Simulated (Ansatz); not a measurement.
Stepwise reaction of `Cl[SiH](Cl)[GeH3]` with ammonia, as a gas-phase model of exchange steps in deposition or etching. ΔE in kJ/mol.

Isolated molecules relaxed with PBE0-D4/def2-TZVP in Ansatz; ΔE leaves out vibrations. CCSD(T)/CBS is the MP2 limit (def2-TZVPP, def2-QZVPP) plus CCSD(T) − MP2 in def2-TZVPP, frozen cores. This one scheme is used for every species. Functionals use def2-TZVPP. B3LYP here is the variant with VWN-RPA as its local correlation; programs differ in this. For Ge outer-core shells are correlated without core-valence functions, which leaves a few kJ/mol of doubt a bond. Scalar relativity is left out up to krypton. Each species was taken in one conformer, which may not be the lowest.

```json
{"step": "2", "reaction": "`N[SiH](Cl)[GeH3]` + NH₃ → `N[SiH](N)[GeH3]` + HCl", "PBE-D4": "57.0", "B3LYP-D4": "53.4", "ωB97M-V": "54.5", "CCSD(T)/CBS": "53.4"}
```

Q: Give the row of step 1, `Cl[SiH](Cl)[GeH3]` + NH₃ → `N[SiH](Cl)[GeH3]` + HCl. (An estimate is asked.)

A: Ansatz gave: 
| step | reaction | PBE-D4 | B3LYP-D4 | ωB97M-V | CCSD(T)/CBS |
| --- | --- | --- | --- | --- | --- |
| 1 | `Cl[SiH](Cl)[GeH3]` + NH₃ → `N[SiH](Cl)[GeH3]` + HCl | 39.7 | 36.0 | 36.6 | 37.0 |

Q: By hand: ΔE of the 2 steps together at CCSD(T)/CBS.

A: (37.0) + (53.4) = 90.4 kJ/mol, or 45.2 kJ/mol a step.

In ΔE each step is higher than the one before. All are uphill at CCSD(T)/CBS. PBE-D4 differs from CCSD(T)/CBS by 2.7 to 3.6 kJ/mol a step. Isolated molecules leave out the surface, adducts and barriers. Largest T1 diagnostic: 0.011.
